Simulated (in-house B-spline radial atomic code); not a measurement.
**RPA and G0W0 on B3LYP (VWN-RPA): Al+**

Configuration [Ne] 3s2, mean-field start B3LYP (VWN-RPA). Computed with a B-spline radial code for spherical atoms: all electrons, non-relativistic, point nucleus, each spin shell either full or empty, empty states to l = 9 with an (l + 1/2)⁻⁴ tail; G0W0 by contour deformation at full frequency.

Command:
```bash
python run_gw.py task.json out
```
Settings (radii: box in bohr, nucleus in fm):
```
Z                        13
electrons                12
configuration            [Ne] 3s2
hamiltonian              nr
method                   b3lyp
lmax                     9
spin_polarised           False
box_radius               23.78
intervals                50
ion_configuration        [Ne] 3s1
```

Run time, properties included: 3 s on 1 thread of Arm Neoverse N1, with other jobs on the host.

Energies (hartree):

```tsv
term	value
mean-field total	-242.17429
Hartree-Fock functional on these orbitals	-241.66711
direct second order	-0.79951
second-order exchange	0.28974
SOSEX correction	0.25638
```

What is the RPA correlation energy, and what remains with SOSEX?

RPA gives -0.6894 hartree (-1.56 eV per electron); RPA + SOSEX gives -0.43301, and the second-order doubles -0.50976 hartree (no singles). RPA lacks exchange-type terms and so overcorrelates at short range.

Quasi-particle levels (eV):

| level | occupied | mean field | Σx - vxc | Σc | QP weight | G0W0 |
| --- | --- | --- | --- | --- | --- | --- |
| 3s | yes | -15.611 | -2.07 | ? | ? | ? |
| 3p | no | -8.435 | 3.50 | -1.30 | 0.918 | -6.238 |

G0W0 = mean field + (Σx - vxc) + Σc, with Σc (partial-wave tail included) taken at the quasi-particle energy. Levels of low weight are left out.

Where does G0W0 put 3s?

At -18.959 eV, with Σc = -1.27 eV and a quasi-particle weight of 0.918. The tabulated removal energy is 18.829 eV (NIST, measured); the calculation leaves out relativity, Breit and QED terms, and what these don't explain is the method's own error.

What does it cost to remove one electron (to [Ne] 3s1) by differences of total energies, each species on its own start (correlation terms add to the Hartree-Fock functional)?

B3LYP (VWN-RPA) 18.906 eV, Hartree-Fock functional 17.503 eV, + RPA 19.077 eV, + RPA + SOSEX 18.672 eV, + second order 19.185 eV. Tabulated: 18.829 eV (NIST, measured); the calculation leaves out relativity, Breit and QED terms, and what these don't explain is the method's own error.
